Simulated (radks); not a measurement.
Spherical quantum dot in the effective-mass picture: electrons in a hard-walled sphere of radius 2.35, all in effective atomic units (hartree* = m*/eps^2 hartree, bohr* = eps/m* bohr), one dielectric constant everywhere. Method: non-relativistic Kohn-Sham, r2SCAN, spin-polarised, spherical densities, generalised Kohn-Sham scheme; computed with a radial shooting solver with Libxc functionals. Levels are named by radial order and angular momentum (1s, 1p, 1d, 2s, ...), and open shells are averaged over m.

N = 4, configuration 1s2 1p(up 2, down 0). This is the lowest configuration that the search found. Occupied and some empty levels:

| level | occupation | eigenvalue (hartree*) | <r> (bohr*) |
|---|---|---|---|
| 1s up | 1 | 2.9623 | 1.281 |
| 1s down | 1 | 3.1247 | 1.257 |
| 1p up | 2 | 3.7733 | 1.443 |
| 1p down | 0 | 3.9625 | 1.439 |
| 1d up | 0 | 4.9153 | 1.551 |
| 1d down | 0 | 5.0988 | 1.551 |
| 2s up | 0 | 5.8480 | 1.134 |
| 2s down | 0 | 5.8717 | 1.137 |
| 1f up | 0 | 6.3416 | 1.630 |
| 1f down | 0 | 6.5110 | 1.630 |

Energy (hartree*): total 8.98228, kinetic 5.5496, external 0, Hartree 5.2866, exchange-correlation -1.8539.
